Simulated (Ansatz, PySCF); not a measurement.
Isomers of C2H6O: 1 is CCO, 2 is COC; one conformer of each (the lowest of an xTB search), B3LYP-D3(BJ)/def2-TZVP minima.
Isomer 1 (charge 0, multiplicity 1):
| atom | x (Å) | y (Å) | z (Å) |
|---|---|---|---|
| C | -0.8685 | 0.0409 | -0.0545 |
| C | 0.5355 | -0.4059 | -0.4253 |
| O | 1.4378 | 0.6851 | -0.5862 |
| H | -1.5184 | -0.8221 | 0.1087 |
| H | -0.8520 | 0.6404 | 0.8569 |
| H | -1.3116 | 0.6433 | -0.8525 |
| H | 0.5111 | -1.0227 | -1.3326 |
| H | 0.9631 | -1.0163 | 0.3713 |
| H | 1.1029 | 1.2573 | -1.2851 |
Isomer 2 (charge 0, multiplicity 1):
```xyz
9

C     -1.1629    -0.1519     0.0003
O      0.0703    -0.7897     0.2426
C      1.1707     0.0641     0.0267
H     -1.9503    -0.8796     0.1907
H     -1.2387     0.1941    -1.0394
H     -1.3055     0.7119     0.6634
H      1.2046     0.4209    -1.0115
H      2.0738    -0.5074     0.2355
H      1.1379     0.9376     0.6917
```

No zero-point or thermal terms.

Rows in 3-21G, 6-311+G**, STO-3G carry no dispersion term and start afresh at each structure.

Codes used: Ansatz (Gaussian orbitals); PySCF for 3-21G rows, 6-311+G** rows, STO-3G rows. 

Problem. One of these levels gives 47.0 kJ/mol for the electronic energy of isomer 2 less that of isomer 1. Which one is it?
A) HF/cc-pVDZ
B) B3LYP/6-311+G**
C) HF/STO-3G
D) HF/3-21G

Solution. B, B3LYP/6-311+G**. The others give -4.8 (HF/STO-3G), 26.9 (HF/3-21G), 42.3 (HF/cc-pVDZ)

Ansatz is a program for electronic structure.
